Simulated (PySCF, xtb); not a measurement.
C4H9NSi, SMILES C([SiH2]C#CC)N. Other conformers were not sampled.

Harmonic wavenumbers (cm⁻¹) from GFN2-xTB in xtb 6.7.1 at its own minimum, in rising order: 11, 47, 89, 149, 199, 247, 303, 315, 334, 489, 545, 570, 656, 730, 758, 792, 955, 1016, 1017, 1083, 1102, 1105, 1246, 1335, 1383, 1451, 1452, 1491, 1578, 2193, 2246, 2320, 2814, 2958, 2999, 3001, 3008, 3369, 3405.

Problem. What does PySCF with PBE-D3(BJ)/def2-SVP give at its own minimum? (Estimate from the structure and the level; the computed values follow.)

Solution. 16, 60, 102, 155, 198, 256, 318, 368, 406, 504, 548, 637, 694, 746, 811, 873, 908, 989, 991, 1053, 1062, 1081, 1216, 1291, 1336, 1389, 1389, 1413, 1584, 2151, 2170, 2220, 2854, 2959, 2982, 3044, 3044, 3397, 3477. Paired by order, the mean absolute difference is 37 cm⁻¹ and the zero-point energies are 72.6 and 72.5 kcal/mol.
